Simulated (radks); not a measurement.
Spherical jellium clusters: N electrons in a uniform positive sphere of charge N and radius rs N^(1/3), rs = 2.89 bohr. Method: non-relativistic Kohn-Sham, LDA (Slater exchange, Perdew-Wang correlation), spin-polarised, spherical densities; computed with a radial shooting solver with Libxc functionals. Levels are named by radial order and angular momentum (1s, 1p, 1d, 2s, ...), and open shells are averaged over m.

N = 2, configuration 1s2. This is the lowest configuration that the search found. Occupied and some empty levels:

level  occupation  eigenvalue (eV)  <r> (bohr)
1s              2          -4.0928       3.273
1p              0          -1.0343       5.422
2s              0         -0.10906       11.70

Energy (eV): total -2.89033, kinetic 4.8427, external -32.602, Hartree 15.088, exchange-correlation -8.1552, background 17.936. Static polarisability (adiabatic kernel): 95.58 bohr^3, against R^3 = 48.28 for a classical metal sphere.
